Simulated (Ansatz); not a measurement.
**Which isomer of BFH4NSi+ gives these data?**

These gas-phase data were calculated for one isomer of BFH4NSi+ at B3LYP-D3(BJ)/6-311G** (harmonic, unscaled wavenumbers; equilibrium rotational constants with average atomic masses):

```
rotational constants            : 23.99, 2.485, 2.316 GHz
all wavenumbers above 1500 cm⁻¹ : 3499, 2336, 2324, 2290, 1965
```

Candidates:

(1) `FB[NH+]=[SiH2]`, a singlet
(2) `FB=[NH+][SiH3]`, a singlet
(3) `B=[NH+][SiH2]F`, a singlet

Which structure fits?

Candidate (2). No mode falls between 2350 and 2900 cm⁻¹, where the B–H stretch of (1), (3) would stand.

The same quantities for all candidates:

```
     rotational constants (GHz)   wavenumbers above 1500 cm⁻¹  E above the lowest, B3LYP-D3(BJ)/6-311G** (kcal/mol)
(1)         15.01, 3.742, 2.995        3525, 2757, 2382, 2319                                                   0.0
(2)         23.99, 2.485, 2.316  3499, 2336, 2324, 2290, 1965                                                   7.3
(3)         10.57, 5.187, 3.641  3489, 2896, 2371, 2334, 1571                                                   6.7
```

Harmonic stretches to hydrogen usually lie a few per cent above observed fundamentals. Each candidate is one conformer. Programs: Ansatz 0.2.0.
